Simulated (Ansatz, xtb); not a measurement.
Molecule: sum formula ZrOF, net charge 0, doublet state. The spin state was set by rule; other spins were not relaxed. SMILES: [O]=[Zr][F]
Geometry from a B3LYP-D3(BJ)/def2-TZVP (Ansatz, an electronic-structure program) optimisation:
```
Zr
O 1 1.7392
F 1 1.9208 2 108.44
```
Charge 0, spin multiplicity 2.

Harmonic wavenumbers from GFN2-xTB (xtb, at its own minimum), cm⁻¹: 124, 476, 797.

Give the harmonic wavenumbers at B3LYP-D3(BJ)/def2-TZVP (Ansatz, finite differences of forces, unscaled).

225, 641, 967 cm⁻¹. Zero-point energy 2.6 kcal/mol.

From these and the geometry, give the ideal-gas thermochemistry at 298.15 K and 1 atm (rigid rotor, harmonic oscillator).

Point group Cs, rotational symmetry number 1. Rotational constants 18.08, 6.402, 4.728 GHz. S(trans) 40.41, S(rot) 23.89, S(vib) 2.41, S(elec, spin only) 1.38, S 68.1 cal/(mol K). H(298) - H(0) 2.81 kcal/mol; G - E(el) -14.9 kcal/mol.
